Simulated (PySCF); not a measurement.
WS2Cl2 (singlet state).
Cartesian coordinates in Å at the PBE0-D3(BJ)/def2-SVP level; atoms count from 1:
```
atom  x, y, z in Å
W1     0.0013   -0.0217   -0.0160
S2    -0.0065   -0.1377    2.0964
S3     2.0194   -0.0359   -0.6450
Cl4   -0.9262    1.9403   -0.6412
Cl5   -1.0131   -1.8555   -0.8564
```

Theory: PBE0-D3(BJ)/def2-SVP geometry optimisation, gas phase, def2 core potentials past Kr in PySCF 2.14.0.

**Question.** Which atoms are bound to W1, and at what distances?

**Answer.** 4 atoms: S3 2.114 Å, S2 2.116 Å, Cl5 2.258 Å, Cl4 2.258 Å.

**Question.** List the angles at W1.

**Answer.** 
| angle | degrees | distance of the outer atoms (Å) |
| --- | --- | --- |
| Cl4–W1–Cl5 | 114.7 | 3.80 |
| S2–W1–Cl5 | 109.0 | 3.56 |
| S2–W1–Cl4 | 108.8 | 3.56 |
| S3–W1–Cl4 | 108.4 | 3.55 |
| S3–W1–Cl5 | 108.2 | 3.54 |
| S2–W1–S3 | 107.5 | 3.41 |

**Question.** What is the shape at W1?

**Answer.** Distorted tetrahedral: angles from 107.5° to 114.7°; τ4 = (360° − α − β)/141° = 0.97 with α and β the two widest (0 for a square, 1 for a tetrahedron). Differences among atoms that C2v makes equivalent are scatter left by the optimiser.

**Question.** What are the rotational constants (commonest isotopes, rigid rotor)?

**Answer.** A = 1297, B = 1152, C = 1107 MHz: an asymmetric top.

Point group: C2v (tolerance 0.08 Å). Charge 0, singlet. Stationary, but not proved a minimum.
